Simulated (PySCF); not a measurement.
Building multiplets from coupling constants

Atom-mapped SMILES (the numbers label the heavy atoms): `[F:1][CH2:2][C:3]([F:4])([F:5])[C:6]([F:7])([F:8])[F:9]` (H(Xn): hydrogen on atom n).

[PySCF: couplings computed with B3LYP/pcJ-1 (spin–dipole term only in couplings to heteroatoms); shielding tensors at KT3/pcSseg-2 (GIAO); PBE0-D3(BJ)/def2-SVP structure; in vacuum; fast rotation and ring inversion assumed for equivalent nuclei; no relativistic terms; one computed conformer]

References, each an isolated molecule treated in the same way: ¹⁹F (146.91 ppm) against CFCl3; ¹³C (181.31 ppm) and ¹H (31.35 ppm) against TMS.

Spectrometer: 800 MHz for ¹H. First-order analysis; couplings under 1 Hz (under 4 Hz in carbon signals) are ignored, and nearly equal couplings are merged; the smaller ones broaden or split the lines further.

(1) What pattern does F4/F5 show (¹⁹F)?

(2) What pattern does F7/F8/F9 show (¹⁹F)?

(3) What pattern does C2 show in the proton-coupled ¹³C spectrum?

(4) What pattern does H(C2) show (¹H)?

Answers

(1) A doublet of triplets of quartets at δ -156.8: 30.3 Hz to F1 (1 × ¹⁹F, 3 bonds away), 11.9 Hz to H(C2) (2 × ¹H, 3 bonds away), 4.9 Hz to F7/F8/F9 (3 × ¹⁹F, 3 bonds away). Lines in Hz from the centre (relative intensity): +34.4 (1), +29.5 (3), +24.6 (3), +22.5 (2), +19.7 (1), +17.6 (6), +12.7 (6), +10.6 (1), +7.8 (2), +5.7 (3), +4.1 (1), +0.8 (3), -0.8 (3), -4.1 (1), -5.7 (3), -7.8 (2), -10.6 (1), -12.7 (6), -17.6 (6), -19.7 (1), -22.5 (2), -24.6 (3), -29.5 (3), -34.4 (1). The outer lines are 68.8 Hz apart, the sum of the couplings kept, or 0.091 ppm at this field.

(2) A doublet of triplets of triplets at δ -111.4: 8.7 Hz to F1 (1 × ¹⁹F, 4 bonds away), 4.9 Hz to F4/F5 (2 × ¹⁹F, 3 bonds away), 1.6 Hz to H(C2) (2 × ¹H, 4 bonds away). Lines in Hz from the centre (relative intensity): +10.8 (1), +9.2 (2), +7.7 (1), +6.0 (2), +4.3 (4), +2.8 (2), +2.1 (1), +1.1 (1), +0.6 (2), -0.6 (2), -1.1 (1), -2.1 (1), -2.8 (2), -4.3 (4), -6.0 (2), -7.7 (1), -9.2 (2), -10.8 (1). The outer lines are 21.7 Hz apart, the sum of the couplings kept, or 0.029 ppm at this field.

(3) A doublet of triplets of triplets at δ 82.1: 252.7 Hz to F1 (1 × ¹⁹F, 1 bond away), 160.2 Hz to H(C2) (2 × ¹H, 1 bond away), 34.8 Hz to F4/F5 (2 × ¹⁹F, 2 bonds away). Lines in Hz from the centre (relative intensity): +321.4 (1), +286.6 (2), +251.8 (1), +161.2 (2), +126.3 (4), +91.5 (2), +68.7 (1), +33.9 (2), +0.9 (1), -0.9 (1), -33.9 (2), -68.7 (1), -91.5 (2), -126.3 (4), -161.2 (2), -251.8 (1), -286.6 (2), -321.4 (1). The outer lines are 642.7 Hz apart, the sum of the couplings kept, or 3.195 ppm at this field.

(4) A doublet of triplets of quartets at δ 4.56: 52.9 Hz to F1 (1 × ¹⁹F, 2 bonds away), 11.9 Hz to F4/F5 (2 × ¹⁹F, 3 bonds away), 1.6 Hz to F7/F8/F9 (3 × ¹⁹F, 4 bonds away). Lines in Hz from the centre (relative intensity): +40.8 (1), +39.1 (3), +37.5 (3), +36.0 (1), +28.9 (2), +27.2 (6), +25.6 (6), +24.1 (2), +16.9 (1), +15.3 (3), +13.8 (3), +12.2 (1), -12.2 (1), -13.8 (3), -15.3 (3), -16.9 (1), -24.1 (2), -25.6 (6), -27.2 (6), -28.9 (2), -36.0 (1), -37.5 (3), -39.1 (3), -40.8 (1). The outer lines are 81.5 Hz apart, the sum of the couplings kept, or 0.102 ppm at this field.

3J across rotatable bonds or in flexible rings reflects this conformer alone.
